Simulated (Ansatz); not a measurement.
Species: CH3Br2Ge, charge 0, multiplicity 2. It need not be the lowest isomer of its formula. 
Coordinates optimised at B3LYP-D3(BJ)/def2-TZVP (Ansatz, a quantum-chemistry and plane-wave program):
```xyz
7

C     -2.3409    -0.4134     0.0245
Ge    -0.4895    -0.0865    -0.6192
Br     0.8701    -1.7835     0.2751
Br     0.2065     1.9737     0.2745
H     -2.6751    -1.3825    -0.3402
H     -2.3064    -0.4072     1.1134
H     -2.9868     0.3824    -0.3405
```
Charge 0, spin multiplicity 2.

Parts of the frozen-core correlation energy in def2-SVPD (Ansatz, hartree). Frozen orbitals: 43; correlated occupied orbitals by spin: 13 and 12; virtual: 108 and 109. Open shells are spin-unrestricted. Spin-orbit coupling is left out. No relativistic terms.

```csv
term,value
reference (HF),-7258.97934
MP2 opposite-spin,-0.35650
MP2 same-spin,-0.12183
CCSD correlation,-0.52181
(T),-0.01786
T1 diagnostic,0.014
largest doubles amplitude,0.015
<S^2> of the reference,0.759
```
